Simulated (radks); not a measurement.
Numerical settings for neutral gold, [Xe] 4f14 5d10 6s1. Calculated with a radial shooting solver on a logarithmic mesh with Libxc functionals: Dirac Kohn-Sham, BLYP, spin-unpolarised, spherical densities, point nucleus. The defaults (mesh step 0.008 in ln r, mesh end at 40 bohr or more with all orbitals vanishing there, Anderson mixing 0.5 over 9 steps, residual threshold near 1e-9 with the energy settled to 1e-9 hartree or 1e-11 of itself, here a cap of 80 iterations) give E = -19049.126 hartree and 6s1/2 at -5.792 eV in 15 iterations. Run on one thread of a shared host, so times are rough (Arm Neoverse V2): 0.18 s of CPU time, 0.18 s wall, 15 iterations on 2728 mesh points. Changes against that run (0 stands for a change within the tolerance of the run):

setting,iterations,converged,E (mhartree),e(6s1/2) (meV),CPU (s)
mesh step in ln r 0.005,15,yes,0,0,0.27
mesh step in ln r 0.003,15,yes,0,0,0.45
mesh step in ln r 0.08,2,no,diverged,-,0.05
mesh end (bohr) 12,15,yes,+0.00797,+0.962,0.17
mesh end (bohr) 8,15,yes,+1.39,+85.6,0.17
residual threshold 0.1,9,yes,+0.00363,-8.3,0.13
residual threshold 1e-13,21,yes,0,0,0.21
mixing 1.5,16,yes,0,0,0.19
"linear mixing, mixing 1",80,no,+1.4e+06,+5.79e+03,4
"linear mixing, mixing 0.8",80,no,+2.88e+05,-2.53e+04,2.6
mixing history 2,30,yes,0,0,0.29
iteration cap 2,2,no,+1.22e+03,-7.72e+03,0.04

Settings that end as converged yet miss the energy by more than 1 mhartree: mesh end (bohr) 8 (+0.00139 hartree). A mesh that ends early acts as a hard wall.
